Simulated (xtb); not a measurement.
2,3,3-trifluoroprop-1-ene (C3H3F3), SMILES C=C(F)C(F)F. All values are semi-empirical tight-binding results from xtb (GFN2-xTB unless named), good for trends rather than for accurate numbers. Coordinates come from a GFN2-xTB optimisation. The values are those of a single conformer.

```yaml
orbital_gap: 5.22 eV
dipole_moment: 1.30 D
zero_point_energy: 34.4 kcal/mol
G − E(el) at 298.15 K (modified RRHO): 15.4 kcal/mol
static polarisability (D4 model): 41.8 bohr³
solvation energy, GFN2-xTB/ALPB(water): -2.4 kcal/mol
solvation energy, GFN2-xTB/ALPB(ether): -3.7 kcal/mol
```

Computed IR lines (harmonic; lines under 4 % of the strongest left out, lines within 3 cm⁻¹ merged):
ν (cm⁻¹): 235 (w), 470 (w), 581 (w), 900 (w), 933 (m), 1022 (vs), 1071 (s), 1172 (m), 1244 (w), 1299 (m), 1719 (m), 2909 (w) (against the strongest line: vs over 80 %, s over 45 %, m over 15 %, w over 4 %, vw less)
